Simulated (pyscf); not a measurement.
PySCF, gas phase, ωB97X-D3(BJ)/def2-SVP geometries. MP2 and CC: frozen core, UHF for open shells. ΔMP2 is the change of the MP2 total energy from the triple- to the quadruple-zeta basis.

Question: •H₂Si–AsH₂ → H₃Si–AsH•
Surface: doublet. Broken: As–H. Formed: H–Si. Give ΔE‡ and ΔE from CCSD(T)/def2-TZVPP + ΔMP2(QZVPP), relative to the reactant's lowest minimum found.

Answer: ΔE‡ = 22.3 kcal/mol, ΔE = -14.5 kcal/mol. Zero-point energy shifts the barrier by -1.7 kcal/mol. It is a hydrogen shift, with an imaginary mode of 1233i cm⁻¹. On the reactant side the descent ends in a point that may be a rotor saddle (no frequency run), 1.5 kcal/mol over the lowest minimum found and 22.9 kcal/mol under the saddle at ωB97X-D3(BJ)/def2-TZVP. At ωB97X-D3(BJ)/def2-TZVP the barrier from the zero used here is 24.3 kcal/mol. This is the saddle that the search found; another between the same sides may lie lower. The CCSD(T) − MP2 part came from Ansatz, without density fitting, on the same reference. The frozen core leaves the outer d or s,p core shells of the metals and heavy elements correlated in the MP2 and CC values, and def2-TZVPP describes them poorly, which can shift differences by a few kcal/mol. Elements up to Kr have no core potential and no relativistic terms here.
